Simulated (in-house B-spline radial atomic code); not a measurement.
Removing one electron from Rb II (Rb+)

Closed shell [Ar] 3d10 4s2 4p6. Computed with a B-spline radial code for spherical atoms: Koopmans values of Dirac-Hartree-Fock plus a diagonal self-energy, in second order or with its direct term screened (direct RPA, with the hole-particle interaction, or full time-dependent Hartree-Fock), linearised in energy; no-pair Dirac-Coulomb Hamiltonian, finite nucleus. Shifts add to the Koopmans value (the ΔSCF shift is orbital relaxation alone); the final value takes TDHF screening with Breit and QED.

Command:
```bash
python run_mb.py task.json out
```
Settings (nuclear radius in fm, box in bohr, cutoff in hartree):
```
basis_form          2
Z                   37
core_configuration  [Ar] 3d10 4s2 4p6
rms_radius          4.2036
mass_number         85
speed_of_light      137.036
box_radius          21.062
lmax                7
intervals           65
virtual_cutoff      5476.0
```

Cost of the run: 39 s on 1 thread of AMD EPYC 7R43 64-Core Processor, on a shared host.

Energies in eV:

```csv
subshell,Koopmans,ΔSCF shift,second order,direct RPA,hole-particle,TDHF,Breit + QED,final
4p3/2,27.147,-0.881,?,?,?,?,?,?
4p1/2,28.130,-0.932,0.176,0.389,0.121,0.131,-0.019,28.243
```

Task: What does the self-energy do to 4p3/2?

Result: It shifts the removal energy by 0.229 eV in second order, 0.400 with direct RPA, 0.160 with the hole-particle term and 0.176 with TDHF screening (quasi-particle weight 0.948); Breit and QED add -0.003 eV. The final value is 27.320 eV, against 27.290 eV (NIST, measured).
